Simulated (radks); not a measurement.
Values are calculated unless marked as measured or tabulated.
Q: The mean radii <r> (bohr) of the occupied orbitals of an atom or ion are listed with their occupations. Code: a radial shooting solver on a logarithmic mesh with Libxc functionals. Model: Dirac Kohn-Sham, BLYP, spin-unpolarised, spherical densities, point nucleus.

| orbital | occ. | <r> |
|---|---|---|
| 1s1/2 | 2 | 0.01578 |
| 2s1/2 | 2 | 0.06575 |
| 2p1/2 | 2 | 0.05388 |
| 2p3/2 | 4 | 0.06293 |
| 3s1/2 | 2 | 0.1710 |
| 3p1/2 | 2 | 0.1615 |
| 3p3/2 | 4 | 0.1780 |
| 3d3/2 | 4 | 0.1545 |
| 3d5/2 | 6 | 0.1595 |
| 4s1/2 | 2 | 0.3768 |
| 4p1/2 | 2 | 0.3777 |
| 4p3/2 | 4 | 0.4124 |
| 4d3/2 | 4 | 0.4161 |
| 4d5/2 | 6 | 0.4271 |
| 5s1/2 | 2 | 0.8302 |
| 4f5/2 | 6 | 0.4379 |
| 4f7/2 | 8 | 0.4440 |
| 5p1/2 | 2 | 0.8829 |
| 5p3/2 | 4 | 0.9702 |
| 5d3/2 | 4 | 1.174 |
| 5d5/2 | 6 | 1.210 |

Name the element and its charge. Open shells, if any, are shared by 2j + 1.

A: Z = 83, bismuth, charge +5: Bi5+ in [Xe] 4f14 5d10. The 1s radius gives Z: for a bare nucleus <r> = (2 gamma + 1)/(2Z) with gamma = sqrt(1 - (Z/c)^2), 0.01561 bohr for Z = 83, and screening makes it slightly larger (0.01578 here). The occupations add up to 78, and the charge is Z minus that.
